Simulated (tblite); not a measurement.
Species: C4H10GeNO (doublet state).
Bonds: C1–C2, C2–N3, N3–C4, C4–O5 (double), C4–Ge6, Ge6–C7. Hydrogens: H8, H9, H10 on C1; H11, H12 on C2; H13 on N3; H14 on Ge6; H15, H16, H17 on C7.
Bond orders are those of one Lewis drawing.

Computed with GFN2-xTB (tblite), gas phase: L-BFGS steps from a force-field or distance-geometry start until the largest atomic force falls under 0.01 eV/Å.

Step 31: E = -613.1541 eV
```
atom  x, y, z in Å  |  force x, y, z in eV/Å
C1     -2.3964    0.9677    0.4963   -0.067   0.050   0.057
C2     -1.7662    0.2038   -0.6461    0.110  -0.041   0.011
N3     -0.4604   -0.3133   -0.2637    0.057  -0.030  -0.013
C4      0.3105   -0.9734   -1.1189    0.168  -0.046  -0.003
O5      0.0807   -1.1834   -2.2843   -0.024   0.087   0.062
Ge6     2.0620   -1.5890   -0.1317   -0.054  -0.052   0.030
C7      3.0306    0.1133    0.4268    0.035   0.034   0.037
H8     -3.3651    1.3316    0.1792   -0.160   0.083   0.016
H9     -2.5350    0.3336    1.3661   -0.020  -0.123   0.037
H10    -1.7918    1.8183    0.7944    0.103   0.066  -0.064
H11    -1.6245    0.8461   -1.5191   -0.050   0.045  -0.052
H12    -2.3948   -0.6397   -0.9472   -0.085  -0.001  -0.014
H13    -0.1799   -0.2447    0.7046    0.002  -0.058  -0.058
H14     1.3596   -1.9205    1.3018    0.080   0.056  -0.037
H15     3.2294    0.7797   -0.4133   -0.086  -0.130   0.052
H16     2.4453    0.6426    1.1790    0.073   0.000  -0.079
H17     3.9892   -0.1606    0.8660   -0.083   0.061   0.016
```

Step 32: E = -613.1596 eV
```
atom  x, y, z in Å  |  force x, y, z in eV/Å
C1     -2.3892    0.9640    0.4977   -0.019   0.040   0.079
C2     -1.7668    0.2011   -0.6491    0.102  -0.033  -0.002
N3     -0.4584   -0.3171   -0.2709   -0.002  -0.002   0.007
C4      0.3194   -0.9699   -1.1247    0.073  -0.048  -0.039
O5      0.0912   -1.1734   -2.2914    0.032   0.068   0.031
Ge6     2.0545   -1.5906   -0.1171   -0.042  -0.041   0.043
C7      3.0239    0.1156    0.4308    0.056   0.047   0.028
H8     -3.3609    1.3373    0.1968   -0.102   0.047   0.013
H9     -2.5143    0.3231    1.3637   -0.063  -0.112   0.068
H10    -1.7711    1.8054    0.7917    0.082   0.110  -0.041
H11    -1.6303    0.8457   -1.5199   -0.021   0.051  -0.081
H12    -2.4037   -0.6359   -0.9484   -0.055  -0.048  -0.019
H13    -0.1800   -0.2627    0.6987   -0.017  -0.037  -0.028
H14     1.3264   -1.9065    1.3091    0.093   0.056  -0.039
H15     3.2218    0.7650   -0.4235   -0.099  -0.115   0.077
H16     2.4447    0.6606    1.1780    0.076  -0.028  -0.115
H17     3.9859   -0.1498    0.8687   -0.098   0.046   0.017
```

Problem. Estimate the geometry and energy of step 33. (The exact step hangs on the optimiser's Hessian estimate; all steps are aligned on step 32, rigid shifts and turns removed.)

Solution. E = -613.1632 eV, largest force 0.124 eV/Å
```
atom  x, y, z in Å  |  force x, y, z in eV/Å
C1     -2.3849    0.9624    0.5001    0.029   0.015   0.062
C2     -1.7659    0.1989   -0.6513    0.036  -0.002  -0.009
N3     -0.4564   -0.3202   -0.2760   -0.043   0.017   0.010
C4      0.3272   -0.9684   -1.1286   -0.021  -0.029  -0.044
O5      0.0991   -1.1658   -2.2961    0.078   0.046  -0.009
Ge6     2.0482   -1.5918   -0.1061   -0.007  -0.028   0.040
C7      3.0199    0.1173    0.4336    0.034   0.005   0.010
H8     -3.3597    1.3419    0.2090   -0.012   0.005   0.025
H9     -2.5017    0.3141    1.3633   -0.078  -0.058   0.052
H10    -1.7558    1.7987    0.7892    0.031   0.094  -0.023
H11    -1.6346    0.8462   -1.5217    0.001   0.028  -0.063
H12    -2.4104   -0.6339   -0.9494   -0.007  -0.050  -0.011
H13    -0.1806   -0.2754    0.6944   -0.025  -0.023   0.004
H14     1.3059   -1.8957    1.3128    0.089   0.050  -0.023
H15     3.2150    0.7537   -0.4293   -0.086  -0.075   0.048
H16     2.4454    0.6722    1.1754    0.044  -0.021  -0.097
H17     3.9823   -0.1421    0.8710   -0.062   0.024   0.030
```

The energy changes by -0.0036 eV. The first-order estimate −F·Δx gives -0.0052 eV and the mean of the old and new forces, exact on a quadratic surface, -0.0036 eV. The step makes an angle of 76° with the force vector and moves no atom by more than 0.023 Å.

What follows is the cost of the whole relaxation. The run took 1.6 s on an Arm Neoverse N1 with one thread, shared host with 64 logical CPUs at a one-minute load of 47.
